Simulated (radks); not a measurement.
Effect of the nuclear size on the vanadium ion V+, [Ar] 3d4. Method: Dirac Kohn-Sham, PBE, spin-unpolarised, spherical densities, finite nucleus; open shells fill j = l - 1/2 first; Fermi nuclear charge, rms radius 3.6002 fm; computed with a radial shooting solver on a logarithmic mesh with Libxc functionals. The rms radius is varied about that value; shifts are against it.

| rms radius (fm) | total energy shift (eV) | density at nucleus (e/bohr^3) | 1s1/2 shift (meV) | 2s1/2 shift (meV) | 3s1/2 shift (meV) |
|---|---|---|---|---|---|
| 3.071 | -0.0163 | 9934 | -6.89 | -0.593 | -0.083 |
| 3.2798 | -0.0101 | 9912 | -4.30 | -0.370 | -0.052 |
| 3.6002 | 0 | 9881 | 0.000 | 0.000 | 0.000 |
| 3.863 | 0.00900 | 9858 | 3.81 | 0.328 | 0.046 |
| 4.3094 | 0.0257 | 9822 | 10.9 | 0.937 | 0.131 |

Slopes of the eigenvalues against <r^2> in GHz/fm^2, as finite differences over the two radii next to the reference (eigenvalue slopes, not the field-shift constants of lines): 1s1/2 471, 2s1/2 40.5, 3s1/2 5.68.
